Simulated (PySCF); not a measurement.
HOPt, neutral, multiplicity 2. Atoms are numbered in the order given.

```xyz
3

Pt    -0.0019    -0.1976     0.0000
O      0.1172     1.6734     0.0000
H     -0.7900     2.0224     0.0000
```
Charge 0, spin multiplicity 2.

The structure is a stationary point at B3LYP-D3(BJ)/def2-TZVPD. The spin state was assumed, not searched. The def2 effective core potentials stand for the cores of Pt; spin–orbit coupling is left out.

Computed with PySCF 2.14.0 with B3LYP-D3(BJ)/def2-TZVPD.

Frequencies are harmonic and unscaled.

**Question.** List the normal modes with their intensities. (An estimate is asked for; the answer gives what the named calculation found.)

**Answer.** 
```csv
mode,ν (cm⁻¹),IR (km/mol),moving atoms (share of kinetic energy)
1,631,51.6,"O 86 %, Pt 8 %"
2,929,88.1,"H 90 %, O 10 %"
3,3697,88.4,H 94 %
```
